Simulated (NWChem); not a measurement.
System: tetrafluoroborate (BF4 anion); SMILES [B-](F)(F)(F)F

The following NWChem deck was run.

```
start job
memory heap 200 mb stack 900 mb global 1100 mb
charge -1
geometry units angstroms noautoz
  F      0.559251     0.952874    -0.883035
  B     -0.000001    -0.000002     0.000002
  F     -0.715544    -0.968019    -0.742597
  F      1.034798    -0.633592     0.726816
  F     -0.878506     0.648739     0.898814
end
basis spherical
  * library sto-3g
end
dft
  xc hfexch
  iterations 150
  mulliken
end
task dft energy
```

Sets without diffuse functions describe the anion's extra electron poorly. Coordinates come from a B3LYP/def2-SVPD optimisation.

Predict the main results of this run. (Hartree-Fock/STO-3G.) Quantities: basis functions; energy (Ha); highest occupied level (eV); orbital gap (eV).


```yaml
number_of_basis_functions: 25
energy (Ha): -416.61
highest occupied level (eV): -2.70
orbital gap (eV): 30.62
```
